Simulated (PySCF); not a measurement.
# Identify the compound

Molecular formula: C₆H₈OSi. Simulated spectra:

1H NMR (600 MHz, computed): δ 7.60 (m, 2H), 7.24 (t, 1H), 7.07 (d, 2H), 5.15 (s, 3H).

13C{1H} NMR (computed): δ 162.3 (C), 135.1 (CH, 2C), 126.3 (CH), 122.1 (CH, 2C).

Method: shielding tensors at PBE0/pcSseg-1 (GIAO), structure optimised with GFN2-xTB, in PySCF 2.14.0 with density-fitted response routines (fast rotation and ring inversion assumed for equivalent nuclei, isolated molecule, non-relativistic, one conformer).

Scale: 1H (σref 31.72), 13C (σref 186.93) vs TMS (reference shieldings calculated alike).

Task: Choose the structure that fits.
A. [SiH3]Oc1ccccc1
B. [SiH3]O[C@@]12C=C[C@H]3[C@@H]1[C@H]32
C. C#C[C@@H]1C(=O)[SiH2][C@@H]1C

Result: A. 

The formula gives 4 degrees of unsaturation (1 ring in the answer). 4 carbon signals for 6 carbons: some carbons are equivalent by symmetry or fast rotation. Carbon types of the structure: 1 × C, 5 × CH, leaving 3 H on heteroatoms. δC 162.3: aromatic carbon bearing oxygen; σ withdrawal by the attached heteroatom moves it downfield of the ring CH carbons. δC 135.1, 126.3, 122.1: aromatic CH. δH 7.60, 7.24, 7.07: hydrogen on an aromatic CH; the ring current deshields protons in the ring plane. δH 5.15: hydrogen on a silicon bonded to O.

The others: C#C[C@@H]1C(=O)[SiH2][C@@H]1C would give 6 carbon signals, not 4; [SiH3]O[C@@]12C=C[C@H]3[C@@H]1[C@H]32 would give 5 carbon signals, not 4.

Shifts are as computed. Against solution values, carbons near 30 ppm lie about +3 ppm off and those near 130 ppm about +5 ppm. Of 1211 compounds with measured shifts, 218 miss one by over three times the rms of a fit or turn the order of signals round; such compounds aren't used in these exercises. Multiplicities follow the n + 1 count of equivalent neighbours, as no J values were calculated; m marks all less simple cases, F and P coupling included.
